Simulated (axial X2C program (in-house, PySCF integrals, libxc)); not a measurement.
**Potential curves of AlZn, with spin–orbit coupling**

Calculated with an axial X2C code built on PySCF integrals. Two-component (2c) means X2C with spin–orbit coupling and atomic mean-field two-electron Coulomb and Gaunt terms. Basis: Zn dyall-cv3z [9s10p6d3f2g], Al dyall-v3z [8s8p2d1f] (cores contracted in-house); Gaussian nuclei, density fitting, unrestricted open shells. Masses: Zn 63.929 u, Al 26.982 u.

State: Ω = 1/2 (⟨Sz⟩ = -0.50, ⟨Lz⟩ = 1.00 at PBE0). Energies in eV from the fragments at the same level (Zn + Al). Fits are polynomials in 1 − R0/R over 0.85 to 1.23 times the lowest point R0.

```
 R (Å)     PBE0
2.3455  -0.1625
2.4534  -0.2792
2.5342  -0.3260
2.6151  -0.3481
2.6960  -0.3525
2.7904  -0.3416
2.8847  -0.3200
3.0060  -0.2834
3.1543  -0.2334
3.3700  -0.1632
```

The state is one determinant whose occupation by symmetry is held fixed; it was picked as the lowest of a PBE0 search that is not exhaustive. Dissociation energies refer to the lowest single-determinant-based atoms at the same level and basis. Density functionals use the spin component along the axis (collinear). The 2c atoms are single determinants rather than J levels; their spin–orbit lowering is only partly caught, and De is too large by that part. This holds for PBE0. Other states lie close and PBE0, whose exact exchange favours high spin, may order them wrongly; the determinant shown need not be the ground state. The nearest other 2c determinant of the search, Ω = 3/2, lies 0.02 eV up at the distance of the search. Without a current term, density functionals place determinants with orbital angular momentum somewhat too high. The atomic limit has a lower orbital projection than the molecule and lies lower at mean-field level, so De may be about a tenth of an eV too small.

(1) Fit the PBE0 curve near its minimum: give the equilibrium distance, the harmonic wavenumber and the well depth.

## Answers

(1) At PBE0, 2c: Re = 2.678 Å, ωe ≈ 172 cm⁻¹, De = 0.35 eV to Zn + Al; Be follows as 0.124 cm⁻¹.
